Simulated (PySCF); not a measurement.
C₃H₆GeO, SMILES C#C[CH2][GeH2][OH]. Heavy atoms are numbered as in [CH:1]#[C:2][CH2:3][GeH2:4][OH:5]. Hydrogens are named by the atom that carries them.

The structure is a stationary point at B3LYP-D3(BJ)/def2-SVP. This is a generated structure with no PubChem entry under its InChIKey; it may be hypothetical. Other conformers were not sampled.

All values below come from PBE0/pcSseg-1 run with PySCF.

GIAO shieldings, no solvent; atoms alike by connectivity are averaged. δ = σ(ref) − σ: ¹³C against TMS (σ = 186.3 ppm); ⁷³Ge against GeH4 (σ = 1658.3 ppm); ¹⁷O against H2O (σ = 334.2 ppm); ¹H against TMS (σ = 31.56 ppm), references at their B3LYP-D3(BJ)/def2-TZVP geometries, non-relativistic.

| nucleus | atoms | count | δ (ppm) |
|---|---|---|---|
| ¹³C | C2 | 1 | 82.7 |
| ¹³C | C1 (CH) | 1 | 75.9 |
| ¹³C | C3 (CH2) | 1 | 7.1 |
| ⁷³Ge | Ge4 (GeH2) | 1 | 309.2 |
| ¹⁷O | O5 (OH) | 1 | 6.5 |
| ¹H | H on Ge4 | 2 | 5.54 |
| ¹H | H on C3 | 2 | 2.39 |
| ¹H | H on C1 | 1 | 2.00 |
| ¹H | H on O5 | 1 | 0.08 |
